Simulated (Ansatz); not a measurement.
# Molecular dynamics of ClGaH6Si

input.yaml

```yaml
crystal:
  periodic: [false, false, false]
  atoms:
    - { symbol: Ga, position_ang: [-0.063374, -0.19183, -0.025336] }
    - { symbol: H, position_ang: [0.039645, 0.407177, 1.577009] }
    - { symbol: H, position_ang: [1.293599, -0.10268, -0.744882] }
    - { symbol: Cl, position_ang: [-2.042838, 0.25326, -0.749674] }
    - { symbol: Si, position_ang: [-0.292589, -2.591807, 0.986958] }
    - { symbol: H, position_ang: [-0.771241, -3.248043, -0.269297] }
    - { symbol: H, position_ang: [1.014972, -3.188696, 1.396103] }
    - { symbol: H, position_ang: [-1.308688, -2.82698, 2.057823] }
    - { symbol: H, position_ang: [-0.115887, -0.743902, 1.548796] }
basis:
  gaussian: { orbitals: def2-SVP }
hamiltonian:
  xc: pbe0
  dispersion: d4
md:
  timestep: 0.5
  n_steps: 200
  ensemble: nve
  temperature: 300.0
  initial_velocities: maxwell_boltzmann
  seed: 3414
```

Command:

```bash
$ ansatz run input.yaml --threads 2 --pin off --max-ram 3072MiB --backend cpu --events-out ev --progress --plain --runs-dir out
```

It starts at the highest image of a converged band. Of that band: Neighbouring images differ by up to 1.2 eV, so the band resolves the path poorly. A vibrational analysis at the climbing image gives one clearly imaginary mode, 1276i cm⁻¹: a first-order saddle point.

Output, in part (step lines, the closing report, with atoms numbered from 0):

```
md step     0: t =     0.00 fs  T =   300.0 K  F+E_penalty+E_count = -72847.68107163 eV  E_kin = 0.271446 eV  conserved = -72847.40962563 eV  (23 SCF iters)
md step     1: t =     0.50 fs  T =   294.9 K  F+E_penalty+E_count = -72847.67645039 eV  E_kin = 0.266875 eV  conserved = -72847.40957528 eV  (24 SCF iters)
md step     2: t =     1.00 fs  T =   281.6 K  F+E_penalty+E_count = -72847.66428078 eV  E_kin = 0.254811 eV  conserved = -72847.40946985 eV  (24 SCF iters)
md step     3: t =     1.50 fs  T =   261.8 K  F+E_penalty+E_count = -72847.64617226 eV  E_kin = 0.236847 eV  conserved = -72847.40932504 eV  (24 SCF iters)
md step     4: t =     2.00 fs  T =   237.9 K  F+E_penalty+E_count = -72847.62437358 eV  E_kin = 0.215213 eV  conserved = -72847.40916044 eV  (24 SCF iters)
md step     5: t =     2.50 fs  T =   212.7 K  F+E_penalty+E_count = -72847.60145514 eV  E_kin = 0.192456 eV  conserved = -72847.40899945 eV  (24 SCF iters)
md step     6: t =     3.00 fs  T =   189.1 K  F+E_penalty+E_count = -72847.57994427 eV  E_kin = 0.171081 eV  conserved = -72847.40886355 eV  (24 SCF iters)
md step     7: t =     3.50 fs  T =   169.3 K  F+E_penalty+E_count = -72847.56197899 eV  E_kin = 0.153209 eV  conserved = -72847.40876995 eV  (22 SCF iters)
[... lines left out ...]
Total energy: -72848.50486687 eV, -2677.1331753675 hartree
Atom 0 at    -0.191186    -0.412499    -0.090688 Å, force     0.450518    -1.146572    -0.144558 eV/Å
Atom 1 at    -0.379181     4.304007     5.779034 Å, force     0.232414     0.269671     0.368481 eV/Å
Atom 2 at     0.862017     0.299513    -1.010236 Å, force     0.523301    -0.103124     0.428621 eV/Å
Atom 3 at    -1.952049     0.495735    -0.777965 Å, force    -1.397229     0.541935    -0.102089 eV/Å
Atom 4 at    -0.109475    -2.691967     0.882482 Å, force     0.395021     0.336179    -0.380883 eV/Å
Atom 5 at     0.390448    -3.319599    -0.420497 Å, force    -0.126689    -0.005243     0.492335 eV/Å
Atom 6 at     1.052366    -2.592695     1.831187 Å, force    -0.096520    -0.264654    -0.030768 eV/Å
Atom 7 at    -1.201591    -3.578692     1.475362 Å, force     0.251800     0.641479    -0.262496 eV/Å
Atom 8 at    -0.025830     4.711103     6.336919 Å, force    -0.232616    -0.269672    -0.368643 eV/Å
Dipole moment:     0.232205    -0.189825     0.298479 e Å
```

The steps, from the saved trajectory:

```
time (fs)  T (K)  potential energy less start (eV)  conserved less start (meV/atom)
        0    300                             0.000                             0.00
        3    189                             0.101                             0.08
        6    156                             0.131                             0.08
        9    220                             0.073                             0.05
       12    232                             0.062                             0.05
       15    271                             0.027                             0.09
       18    509                            -0.189                             0.01
       21    743                            -0.400                             0.10
       24   1047                            -0.677                            -0.08
       27   1278                            -0.886                            -0.12
       30   1404                            -0.998                             0.06
       33   1424                            -1.015                             0.18
       36   1448                            -1.039                             0.02
       39   1424                            -1.018                            -0.12
       42   1319                            -0.922                            -0.04
       45   1252                            -0.860                             0.13
       48   1248                            -0.857                             0.07
       51   1323                            -0.926                            -0.06
       54   1361                            -0.960                            -0.06
       57   1332                            -0.933                             0.06
       60   1316                            -0.918                             0.12
       63   1273                            -0.881                            -0.04
       66   1216                            -0.830                            -0.11
       69   1114                            -0.737                             0.00
       72   1048                            -0.675                             0.17
       75   1144                            -0.763                             0.12
       78   1307                            -0.912                            -0.10
       81   1440                            -1.033                            -0.15
       84   1439                            -1.030                             0.02
       87   1340                            -0.940                             0.19
       90   1285                            -0.891                             0.09
       93   1221                            -0.834                            -0.12
       96   1180                            -0.797                            -0.14
       99   1156                            -0.774                             0.08
```

The run went to its last step. The conserved energy stayed within 0.23 meV per atom of its start (net change -0.1 meV per atom), so the integration is sound. The kinetic energy rose, since the run started high on the potential surface and went downhill. It ends in pieces (ClGaH4Si + H2), so much of that is their flight and rotation, not heat. A run of 0.1 ps of so small a system gives no equilibrium averages. The orbitals stay closed-shell, which can raise the energy where a bond breaks towards radicals; this wasn't checked here.

Between its relaxed ends the band would form Ga1–Si5, H2–H9 and break Ga1–H2, Si5–H9. These pairs go: Ga1–Si5 2.61 → 2.48 Å, H2–H9 1.16 → 0.78 Å, Ga1–H2 1.71 → 7.53 Å, Si5–H9 1.94 → 9.20 Å. In the last frame they stand as after the step (other bonds may differ from the relaxed reactants and products). Also parted: Ga1–H9 1.67 → 8.22 Å. It ends as ClGaH4Si + H2. Pairs count as bonded within 1.25 times the sum of covalent radii (0.12 Å more for H–H).

Last frame:

```xyz
9
Properties=species:S:1:pos:R:3
Ga -0.191 -0.412 -0.091
H -0.379 4.304 5.779
H 0.862 0.299 -1.010
Cl -1.952 0.496 -0.778
Si -0.110 -2.692 0.882
H 0.390 -3.320 -0.420
H 1.052 -2.593 1.831
H -1.202 -3.579 1.475
H -0.026 4.711 6.337
```

Time of the run: 6.4 min on 2 threads of Intel(R) Xeon(R) Platinum 8375C CPU @ 2.90GHz (Ice Lake) (shared host), peak memory 0.26 GiB.
